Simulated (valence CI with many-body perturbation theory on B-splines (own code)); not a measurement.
**Ga17+: one-electron terms**

Computed by valence CI with perturbative core correlation (CI+MBPT): four valence electrons over a frozen Dirac-Fock core [Ne], a basis of 11 s, 11 p, 9 d, 7 f, 5 g, 2 h, 1 i functions for each j, with the one-electron correlation potential Σ1, the two-electron term Σ2, the three-electron term Σ3, Breit, model QED; selected CI, second order for the rest (own B-spline code, finite nucleus).

No measured spectrum was set against this ion. As an estimate, levels of excited configurations hold to 0.05 to 0.15 % of their energy, terms of the ground configuration to about 0.5 %.

These are the spectroscopic orbitals of the CI (the correlating ones are not listed), shaped by the core and the other valence electrons. h is the expectation value of the core's Dirac-Fock operator, without the valence repulsion; Σ1 is computed up to l = 3 at one energy for each symmetry, that of its lowest orbital but kept below the first core excitation, so for empty shells it is not the orbital's own correlation shift; Breit and QED include the response of the core.

| Orbital | h (hartree) | Σ1 (cm⁻¹) | Breit (cm⁻¹) | QED (cm⁻¹) | ⟨r⟩ (bohr) |
| --- | --- | --- | --- | --- | --- |
| 3s1/2 | -29.613 | -5462 | 1806 | 1223 | 0.5551 |
| 4s1/2 | -15.75 | -1690 | 662 | 457 | 1.064 |
| 5s1/2 | -9.7533 | -737 | 305 | 213 | 1.749 |
| 6s1/2 | -6.6327 | -393 | 167 | 117 | 2.596 |
| 3p1/2 | -27.937 | -6477 | 2889 | -91.3 | 0.5435 |
| 4p1/2 | -15.057 | -1997 | 1066 | -32.8 | 1.075 |
| 5p1/2 | -9.4107 | -896 | 508 | -15.5 | 1.776 |
| 6p1/2 | -6.4384 | -484 | 283 | -8.6 | 2.640 |
| 3p3/2 | -27.701 | -6294 | 1794 | 12.4 | 0.5488 |
| 4p3/2 | -14.964 | -1957 | 651 | 5.4 | 1.082 |
| 5p3/2 | -9.3647 | -881 | 315 | 2.7 | 1.785 |
| 6p3/2 | -6.4124 | -477 | 175 | 1.6 | 2.651 |
| 3d3/2 | -25.444 | -7317 | 1089 | -55.7 | 0.4965 |
| 4d3/2 | -14.104 | -1970 | 391 | -19.5 | 1.061 |
| 5d3/2 | -8.9471 | -869 | 188 | -9.4 | 1.787 |
| 3d5/2 | -25.402 | -7180 | 448 | -29.4 | 0.4978 |
| 4d5/2 | -14.085 | -1931 | 160 | -9.4 | 1.063 |
| 5d5/2 | -8.9376 | -852 | 77.4 | -4.3 | 1.789 |
| 4f5/2 | -13.661 | -1217 | 18.8 | -3.6 | 0.9597 |
| 5f5/2 | -8.7239 | -621 | 13.5 | -2.1 | 1.703 |
| 4f7/2 | -13.654 | -1209 | 0.6 | 0.2 | 0.9604 |
| 5f7/2 | -8.7204 | -616 | 0.5 | -0.2 | 1.704 |
| 5g7/2 | -8.6587 |  | 0.2 | -0.6 | 1.518 |
| 5g9/2 | -8.6568 |  | 0.0 | 0.4 | 1.519 |

Among the shells of the start configuration 3s2 3p2, Σ1 is largest in size for 3p1/2, where it is 0.11 % of h.

Lowest root of each symmetry, sizes in configuration state functions:

| J | Parity | Roots | Reference | Variational | Second order | Change by selected CI (cm⁻¹) | Change by second order (cm⁻¹) |
| --- | --- | --- | --- | --- | --- | --- | --- |
| 0 | even | 8 | 34 | 17988 | 90568 | -7050 | -2 |
| 1 | even | 13 | 66 | 39991 | 304505 | -6717 | -7 |
| 2 | even | 16 | 91 | 39989 | 361617 | -7149 | -26 |
| 3 | even | 11 | 65 | 39791 | 461230 | -5792 | -36 |
| 4 | even | 7 | 44 | 39182 | 383603 | -5763 | -24 |
| 5 | even | 2 | 17 | 23763 | 313332 | -5931 | -13 |
| 0 | odd | 3 | 30 | 15468 | 56139 | -7857 | -3 |
| 1 | odd | 8 | 79 | 36801 | 268169 | -6968 | -6 |
| 2 | odd | 9 | 91 | 39997 | 344812 | -3386 | -9 |
| 3 | odd | 5 | 71 | 39996 | 352447 | -6808 | -20 |
| 4 | odd | 2 | 42 | 34041 | 282126 | -10367 | -15 |
